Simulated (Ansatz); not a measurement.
Program: Ansatz. Geometries: PBE0-D4/def2-TZVP. ΔE: electronic, gas phase. CCSD(T)/CBS adds triple-zeta CCSD(T) − MP2 to the extrapolated MP2 energy (def2 sets, frozen cores). This one scheme is used for every species. DFT in def2-TZVPP. For Ga outer-core shells are correlated without core-valence functions, which leaves a few kJ/mol of doubt a bond. Scalar relativity is left out up to krypton. Each species was taken in one conformer, which may not be the lowest.

Reaction (formal exchange of groups at a Ga–N bond): `C[NH][GaH][SH]` + CH₄ → `[CH3][GaH][SH]` + CH₃NH₂

**Question.** Is it downhill or uphill in electronic energy at CCSD(T)/CBS, and by how much? (Best estimate.)

**Answer.** Ansatz gave: Uphill: ΔE = +56.7 kJ/mol.

**Question.** What do these levels give: r2SCAN-D4, PBE0-D4, ωB97M-V, RPA@PBE/def2-TZVPP, HF/def2-SVP, MP2/def2-TZVPP? (Estimate.)

**Answer.** Ansatz gave: r2SCAN-D4 57.4, PBE0-D4 52.0, ωB97M-V 53.0, RPA@PBE/def2-TZVPP 56.7, HF/def2-SVP 61.5, MP2/def2-TZVPP 59.9 kJ/mol.

**Question.** What do rigid-rotor, harmonic-oscillator terms from PBE0-D4/def2-TZVP frequencies (298.15 K, 1 bar) make of the CCSD(T)/CBS value? (An estimate is asked.)

**Answer.** The calculation gave: ΔZPE = +2.7 kJ/mol, ΔH = +57.9 kJ/mol, ΔS = 37 J/(mol·K), ΔG = +47.0 kJ/mol. Modes under 50 cm⁻¹ make the entropy rough.

Largest T1 diagnostic among the species: 0.013.

Leaving LDA and LC-ωPBE aside and taking each functional with its dispersion term where it has one, the values, not all of them listed here, spread over 7.5 kJ/mol, from HSE06-D4 to BLYP-D4. LDA lies +5.6 kJ/mol from PBE without D4. The D4 term adds +3.8 kJ/mol with B3LYP and +2.1 kJ/mol with PBE0; it sums over pairs of atoms, weighted by their polarisabilities, and B3LYP, whose exchange is more repulsive, gets the larger term. At CCSD(T), def2-SVP lies +12.3 kJ/mol from the extrapolated value and def2-TZVPP +1.0 kJ/mol.

B3LYP here is the variant with VWN-RPA as its local correlation; programs differ in this.
